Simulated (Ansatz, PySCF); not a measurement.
Here is a job for Ansatz (a quantum-chemistry and plane-wave program).
Ansatz 0.2 input:
```yaml
crystal:
  periodic: [false, false, false]
  atoms:
    - {symbol: Ga, position_ang: [0.00000000, 0.00000000, 0.00000000]}
    - {symbol: Cl, position_ang: [0.00000000, 0.00000000, 2.07019474]}
    - {symbol: Cl, position_ang: [-0.00000000, -0.00000000, -2.07019474]}
basis:
  gaussian:
    orbitals: def2-SVP
hamiltonian:
  xc: blyp
total_charge: 1
accuracy: high
```

Write the same job for PySCF.

Several could match; the one computed here: 
```python
from pyscf import gto, scf, dft

mol = gto.M(
    atom='''
Ga    0.000000    0.000000    0.000000
Cl    0.000000    0.000000    2.070195
Cl   -0.000000   -0.000000   -2.070195
''',
    basis='def2-svp',
    charge=1,
    spin=0,
    verbose=4,
)

mf = dft.RKS(mol)
mf.xc = 'blyp'
mf.grids.atom_grid = (99, 590)
mf.grids.prune = None
mf.kernel()
```

Both were run: Ansatz gave -2844.565449 Eh and PySCF -2844.565448 Eh, 0.001 mEh apart.
